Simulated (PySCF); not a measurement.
Species: [NbCl6]- (charge -1 and singlet state).
Bonds: Nb1–Cl2, Nb1–Cl3, Nb1–Cl4, Nb1–Cl5, Nb1–Cl6, Nb1–Cl7.

Computed by this run: PySCF 2.14.0, PBE0-D3(BJ)/def2-SVP geometry optimisation, gas phase, def2 core potentials past Kr; density fitting, grid level 1; the optimiser is geomeTRIC in internal coordinates, started from a GFN2-xTB structure with every atom displaced at random (about 0.03 Å).

Geometry at step 1:
```
atom  x, y, z in Å
Nb1     0.0408   -0.0483    0.0050
Cl2    -0.0605   -0.0008    2.3403
Cl3    -0.0005    0.0072   -2.3438
Cl4     2.3752    0.0416   -0.0423
Cl5    -2.3187   -0.0371   -0.0247
Cl6     0.0258    2.3129    0.0131
Cl7     0.0297   -2.3775   -0.0162
```

**Question.** What forces act on the atoms?

**Answer.** 
```json
{"atom": "Nb1", "Fx (eV/Å)": "-0.375", "Fy (eV/Å)": "0.503", "Fz (eV/Å)": "-0.196"}
{"atom": "Cl2", "Fx (eV/Å)": "0.149", "Fy (eV/Å)": "-0.095", "Fz (eV/Å)": "0.348"}
{"atom": "Cl3", "Fx (eV/Å)": "0.020", "Fy (eV/Å)": "-0.059", "Fz (eV/Å)": "-0.275"}
{"atom": "Cl4", "Fx (eV/Å)": "0.335", "Fy (eV/Å)": "-0.144", "Fz (eV/Å)": "0.106"}
{"atom": "Cl5", "Fx (eV/Å)": "-0.203", "Fy (eV/Å)": "-0.013", "Fz (eV/Å)": "-0.026"}
{"atom": "Cl6", "Fx (eV/Å)": "-0.033", "Fy (eV/Å)": "0.206", "Fz (eV/Å)": "0.004"}
{"atom": "Cl7", "Fx (eV/Å)": "0.107", "Fy (eV/Å)": "-0.399", "Fz (eV/Å)": "0.039"}
```

The largest, 0.66 eV/Å, acts on Nb1; the rms over all components is 0.225 eV/Å. The forces sum to zero within rounding, as they must for an isolated molecule in no field.

**Question.** Give the force on Nb1 in Eh/bohr and in nN.

**Answer.** 0.658 eV/Å ÷ 51.422 = 0.01279 Eh/bohr, and 0.658 eV/Å × 1.602 = 1.05 nN.

**Question.** How far is this geometry from the end of the optimisation?

**Answer.** 0.039 eV above it, and 0.045 Å rms away after alignment. The bonds farthest from their final lengths, with half the difference of the two atoms' forces along the bond (positive lengthens):

| bond | now (Å) | final (Å) | force along bond (eV/Å) |
| --- | --- | --- | --- |
| Nb1–Cl7 | 2.329 | 2.362 | +0.45 |
| Nb1–Cl4 | 2.337 | 2.362 | +0.34 |
| Nb1–Cl2 | 2.338 | 2.362 | +0.25 |
| Nb1–Cl3 | 2.350 | 2.362 | +0.03 |
| Nb1–Cl5 | 2.360 | 2.362 | -0.09 |

The angle farthest from its final value is Cl2–Nb1–Cl3, 175.7° against 179.9°.

Of the 4 listed bonds off by 0.010 Å or more, this force points towards the final length in 4.

The cost below is that of the whole optimisation. Time: 2.3 min wall; peak memory 0.59 GiB. Hardware: one thread, Intel Xeon Platinum 8375C at 2.90 GHz (x86_64), shared host with 128 logical CPUs at a one-minute load of 98.
